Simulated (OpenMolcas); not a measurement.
# Nd2+: moving or changing the point charges

Nd2+ among 8 point charges of -1 e arranged as a cube (Oh), 2.35 Å from the ion.

```json
{
 "Program": "OpenMolcas",
 "Method": "CASSCF",
 "Basis": "ANO-RCC-VDZP [7s6p4d2f1g]",
 "Scalar Hamiltonian": "DKH2, point nucleus",
 "Active space": "4 electrons in 7 orbitals (4f)",
 "State averaging": "2S+1 = 5 even, 35 roots (33 in the spin-orbit step); 2S+1 = 3 even, 133 roots kept (CI in the orbitals of an earlier block, 106 in the spin-orbit step); 2S+1 = 1 even, 96 roots kept (CI in the orbitals of an earlier block, 31 in the spin-orbit step)",
 "Spin-orbit coupling": "state interaction with AMFI integrals over the reference wave functions"
}
```

Runs around this geometry, states (labels of O, the rotations of Oh). Energies in cm-1 above the lowest state or level, χT in cm3 K/mol.

```tsv
R (Å)	Ground state	First state of that spin	First gap with spin-orbit (degeneracies)	Width of lowest J	χT at 300 K
2.35	5E	5T2 77.0	213.4 (1, 3)	557	0.826
2.58	5E	5T2 8.1	94.5 (1, 3)	229	1.015
2.76	5E	5T2 6.7	68.3 (1, 3)	164	1.027
```

Taking the width of the lowest J multiplet as R^-n, n = -ln(164 / 557) / ln(2.76 / 2.35) = 7.6 between the shortest and longest distance.

High states are left out of the spin-orbit mixing, which shifts the levels that they would mix with. This is an electrostatic model: the charges have no orbitals. No measured value stands beside these numbers.
